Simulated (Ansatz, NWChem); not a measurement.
**The same job for Ansatz**

This NWChem 7.3.0 job computes MoO3 (molybdenum trioxide):

work.nw:
```
start work
memory total 2200 mb

geometry units au noautosym nocenter noautoz
 O   -1.82925489  -0.28308097   2.38577923
 Mo  -0.26097118  -0.63589284  -0.37851214
 O    2.84781727  -1.14819759   0.16780768
 O   -0.65233346   1.95322092  -2.21362518
end

basis spherical bse
 * library def2-SVPD
end

ecp bse
 Mo library def2-SVPD
end

scf
 thresh 1e-08
 maxiter 80
end

ccsd
 freeze core 3
 maxiter 60
end

task ccsd
```

```bash
$ nwchem work.nw > work.out
```

Geometry: relaxed at PBE0-D4/def2-TZVP.

It gives a total energy of -292.863431 Eh.

Task: Translate the job to Ansatz 0.2.0 as an input file of the program's own.

Result: This input was run:

run.yaml:
```yaml
basis:
  gaussian:
    orbitals: def2-SVPD
crystal:
  periodic: [false, false, false]
  atoms:
    - {symbol: O, position_ang: [-0.968000, -0.149800, 1.262500]}
    - {symbol: Mo, position_ang: [-0.138100, -0.336500, -0.200300]}
    - {symbol: O, position_ang: [1.507000, -0.607600, 0.088800]}
    - {symbol: O, position_ang: [-0.345200, 1.033600, -1.171400]}
correlation:
  method: ccsd
  frozen_orbitals: {Mo: 0, O: 1}
accuracy: high
scf:
  omitted_lower_state_checks: [cluster_reference, increment]
```

```bash
$ ansatz run run.yaml --threads 1 --pin off --max-ram 3480MiB --events-out events.jsonl --progress --plain --runs-dir runs
```

Its energy is -292.863431 Eh, 0.000 mEh from the first.
